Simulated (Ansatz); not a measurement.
One change: `C=C([SiH3])[TeH]` becomes `C=C([SiH3])SS`.

Ansatz, PBE0-D4/def2-TZVP geometries, multiplicity 1. Each molecule was computed in one conformer, which needn't be the lowest.

Elements past krypton have def2 core potentials.  Spin–orbit coupling is left out; it splits and shifts lone-pair levels of the heavy atoms by tenths of an eV.

| property | `C=C([SiH3])[TeH]` |
| --- | --- |
| size of the dipole moment (ωB97M-V/def2-TZVPP) / D | 0.62 |
| HOMO–LUMO gap (PBE/def2-TZVPP) / eV | 3.45 |
| LUMO energy (PBE0/def2-TZVPP) / eV | -0.94 |
| LUMO energy (ωB97M-V/def2-TZVPP) / eV | 0.92 |
| HOMO–LUMO gap (ωB97M-V/def2-TZVPP) / eV | 9.20 |
| HOMO energy (PBE/def2-TZVPP) / eV | -5.25 |

Problem. What does the change do to each property? (An estimate is asked.)

Solution. The calculation gave: 
```
                                          property  `C=C([SiH3])SS`  shift
size of the dipole moment (ωB97M-V/def2-TZVPP) / D             1.11   0.49
               HOMO–LUMO gap (PBE/def2-TZVPP) / eV             3.79   0.34
                LUMO energy (PBE0/def2-TZVPP) / eV            -0.92   0.02
             LUMO energy (ωB97M-V/def2-TZVPP) / eV             1.15   0.23
           HOMO–LUMO gap (ωB97M-V/def2-TZVPP) / eV            10.03   0.83
                 HOMO energy (PBE/def2-TZVPP) / eV            -5.71  -0.46
```

Dipoles are sizes alone; their direction can turn.

Positive LUMOs are unbound, so they and the gaps depend on the basis.
